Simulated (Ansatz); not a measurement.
Cost and result for the atomization energy of C3H8OSi, SMILES `OC/C=C/[SiH3]` (13 atoms, 12 bonds).

```xyz
13

O     1.6959   -0.1356   -2.2413
C     0.3800    0.2041   -1.8518
C     0.0468   -0.3112   -0.4898
C    -0.4143    0.4343    0.5142
Si   -0.8178   -0.2494    2.1934
H     2.2995    0.2244   -1.5856
H    -0.2734   -0.2612   -2.5964
H     0.2111    1.2885   -1.8946
H     0.2239   -1.3772   -0.3480
H    -0.5657    1.4980    0.3252
H    -0.0240    0.4389    3.2478
H    -2.2573   -0.0509    2.5153
H    -0.5048   -1.7025    2.2117
```

The species carries charge 0 and has multiplicity 1. The geometry is a stationary point of PBE0-D4/def2-TZVP. It is one conformer, not always the lowest. Program: Ansatz. All runs use 4 threads of an Arm Neoverse V1 on a shared host. Times are those of one run each, without the atoms' runs, and a repeat can differ threefold. Electronic energies, without spin–orbit coupling; frozen cores. CCSD(T)/CBS adds CCSD(T) − MP2 in def2-TZVPP to the MP2 limit, and its time is that of the two runs behind it. T1 = 0.011. HSE06 is the plane-wave form, built on full-range PBE exchange.

CCSD(T)/CBS is a level of theory with its own doubt, some kJ/mol a heavy atom from the limit and from the frozen cores, so smaller differences don't rank the functionals.

```
                 level  functions  wall time  atomization (kJ/mol)  difference from CCSD(T)/CBS  per bond
LDA (SPW92)/def2-TZVPP        278      1.4 s                5561.9                        673.0      56.1
  revPBE-D4/def2-TZVPP        278      2.3 s                4857.7                        -31.2      -2.6
    PBE0-D4/def2-TZVPP        278      3.1 s                4890.7                          1.8       0.2
   BHLYP-D4/def2-TZVPP        278      3.4 s                4758.4                       -130.5     -10.9
   HSE06-D4/def2-TZVPP        278      3.5 s                4894.4                          5.5       0.5
 r2SCANh-D4/def2-TZVPP        278        6 s                4864.9                        -24.0      -2.0
     B2PLYP/def2-TZVPP        278        6 s                4836.1                        -52.8      -4.4
   PBE-QIDH/def2-TZVPP        278      6.5 s                4854.3                        -34.6      -2.9
      CCSD(T)/def2-SVP        114        7 s                4645.2                       -243.7     -20.3
    ωB97X-V/def2-TZVPP        278      8.5 s                4895.2                          6.3       0.5
        MP2/def2-QZVPP        538       29 s                4895.1                          6.2       0.5
    CCSD(T)/def2-TZVPP        278    3.7 min                4769.8                       -119.1      -9.9
     CCSD(T)/CBS(def2)          –    4.2 min                4888.9                          0.0       0.0
```

The D4 term adds +37.7 kJ/mol with B3LYP and +19.9 kJ/mol with PBE0; it sums over pairs of atoms, weighted by their polarisabilities, and B3LYP, whose exchange is more repulsive, gets the larger term. From PBE to PBE0 (25 % exact exchange), in def2-TZVPP and without D4, the atomization energy moves by −72.4 kJ/mol: exact exchange takes away binding that semilocal exchange gives to molecules. In def2-TZVPP, CCSD(T) changes the Hartree–Fock value by +1167.1 kJ/mol (the triples alone add +66.7 kJ/mol) and MP2 by +1222.0 kJ/mol; breaking electron pairs costs correlation energy, which Hartree–Fock lacks.

B3LYP here is the variant with VWN-RPA as its local correlation; programs differ in this.
